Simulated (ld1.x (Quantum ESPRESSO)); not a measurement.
phosphorus (P): one change to a TM potential, before and after

* Element: P (Z = 15)
* Generator: ld1.x (Quantum ESPRESSO) 7.5
* Type: norm-conserving Troullier–Martins (Kleinman–Bylander form)
* Functional: LDA (PZ)
* Relativity: scalar-relativistic
* Frozen core: [Ne]
* Valence charge: 5
* Reference configuration: 3s2 3p1 (charge +2)
* Partial waves: 3p (bound): rc 1.25 bohr; 3d channel at 0.35 Ry: rc 1.25 bohr; 3s (bound): rc 1.30 bohr
* Local potential: the s channel
* Core correction: none

All-electron outer shells of the reference configuration (LDA (PZ), scalar-relativistic, ld1.x):

```
shell  level (eV)  outermost node (bohr)  outermost maximum (bohr)
   3s      -34.02                   0.65                      1.50
   3p      -24.40                   0.63                      1.68
```

Change: core correction a·sin(br)/r model core inside 1.22 bohr.

Cutoffs: the cutoffs (Ry, on a coarse ladder) from which the occupation-weighted sum of valence levels, in a spherical-Bessel basis at the reference potential, stays within 10 and 1 mRy of its value at 400 Ry; they do not see the model core or the augmentation charge, which bear on the density cutoff. Errors are all-electron minus pseudo energies relative to the spin-unpolarised reference configuration.

Problem. Predict the effect on cutoff, ghosts and configuration errors.

Solution. The potential gets neither clearly harder nor softer (60 Ry and 100 Ry → 60 Ry and 100 Ry); of the 9 tests that both files solve, the error grows in 0 and shrinks in 9 by more than 15 % and 0.3 meV (median size 31.2 → 24.4 meV); neither file shows a bound ghost. Exchange and correlation are not linear in the density, so unscreening with the valence charge alone errs where core and valence overlap; a model core restores that term. A model core, the more so a compact one, raises the density cutoff, which this test does not measure.

| quantity | base | changed |
| --- | --- | --- |
| cutoff, loose | 60 Ry | 60 Ry |
| cutoff, tight | 100 Ry | 100 Ry |
| bound ghosts | none | none |
| error for 3s2 3p3, meV [ΔE -29.07 eV] | +43 | +31 |
| error for 3s2 3p2, meV [ΔE -19.25 eV] | +18 | +12 |
| error for 3s2 3p0, meV [ΔE 29.89 eV] | +36 | +16 |
| error for 3s1 3p4, meV [ΔE -20.57 eV] | +31 | +26 |
| error for 3s0 3p5, meV [ΔE -11.93 eV] | +30 | +24 |
| error for 3s1 3p0, meV [ΔE 82.08 eV] | +288 | +93 |
| error for 3s2 3p2.5, meV [ΔE -25.25 eV] | +31 | +22 |
| error for 3s2 3p1 (spin-polarised), meV [ΔE -0.27 eV] | +30 | +7.6 |
| error for 3s2 3p3 (spin-polarised), meV [ΔE -30.58 eV] | +162 | +67 |
| s: phases at 1.40 bohr within 0.05 rad from the reference energy up to (Ry; the scan ends near 5) | 2.3 | 2.3 |
| p: phases at 1.40 bohr within 0.05 rad from the reference energy up to (Ry; the scan ends near 5) | -0.1 | -0.1 |
| d: phases at 1.40 bohr within 0.05 rad from the reference energy up to (Ry; the scan ends near 5) | to the end of the scan | to the end of the scan |
